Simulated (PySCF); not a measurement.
# CH8SSi2: core ionisation energies

Species: CH8SSi2.
Bonds: C1–Si2, Si2–S3, S3–Si4. Hydrogens: H5, H6, H7 on C1; H8, H9 on Si2; H10, H11, H12 on Si4.

The calculation used delta-SCF UKS SCAN, pcX-2 on the ionised atom, pcseg-1 elsewhere, spin-free X2C (PySCF). Each binding energy is the total energy of the core-ionised species, with the hole localised on one atom, minus that of the ground state; both are solved self-consistently, so orbital relaxation is included.

**Question.** Give the core binding energies atom by atom.

**Answer.** 
| atom(s) | bonded to | level | binding energy (eV) | 2p1/2 (eV) | above the level's lowest (eV) | count |
| --- | --- | --- | --- | --- | --- | --- |
| Si2 | S, C and 2 H | Si 2p3/2 | 107.02 | 107.65 | 0.00 | 1 |
| Si4 | S and 3 H | Si 2p3/2 | 107.20 | 107.82 | +0.18 | 1 |
| C1 | 3 H and Si | C 1s | 290.47 | – | 0.00 | 1 |
| Si2 | S, C and 2 H | Si 1s | 1846.86 | – | 0.00 | 1 |
| Si4 | S and 3 H | Si 1s | 1847.02 | – | +0.16 | 1 |
| S3 | 2 Si | S 1s | 2476.34 | – | 0.00 | 1 |

The 2 Si 1s values lie within 0.16 eV of each other; Gaussian lines of 0.5 eV full width would blend them into one maximum.

The 2 Si 2p3/2 values lie within 0.18 eV of each other.

**Question.** Which photon wavelength matches the S 1s of S3 threshold?

**Answer.** λ = hc/E = 12398.42 eV Å / 2476.34 eV = 5.007 Å.

Not every level is listed. Spin–orbit and ligand-field terms were added within each 2p shell after the spin-free SCF. 2p1/2 minus 2p3/2 (ligand field included): Si 0.62 eV. Isolated species at its PBE0-D3(BJ)/def2-SVP geometry (one conformer only).

On one thread, Arm Neoverse N1, shared host, this took 70 s of wall time.

Shape of the structure used: `[CH3:1][SiH2:2][S:3][SiH3:4]`: C1–Si2–S3–Si4 180°.
